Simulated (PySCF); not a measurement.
# SnC at PBE0

Level: PBE0. Sn x2c-SVPall, C x2c-SVPall; spin-free X2C with a Gaussian nucleus (PySCF 2.14).

```
state                                           : ³Σ⁻ (triplet), unpaired electrons π ↑↑, a second solution, started from another occupation
bond length                                     : 3.970 bohr
harmonic wavenumber                             : 644 cm⁻¹
force constant                                  : 2.66 mdyn/Å
rotational constant Be                          : 0.3502 cm⁻¹
anharmonicity ωexe                              : 2.71 cm⁻¹
vibration–rotation constant αe                  : 0.00220 cm⁻¹
energy of the minimum from ground-state Sn + C  : -2.91 eV
bond order (Mayer)                              : 1.89
dipole moment (positive dipole means Sn(−)C(+)) : -3.00 D
```

Spin–orbit coupling is left out, which matters for elements this heavy, above all for dissociation energies.
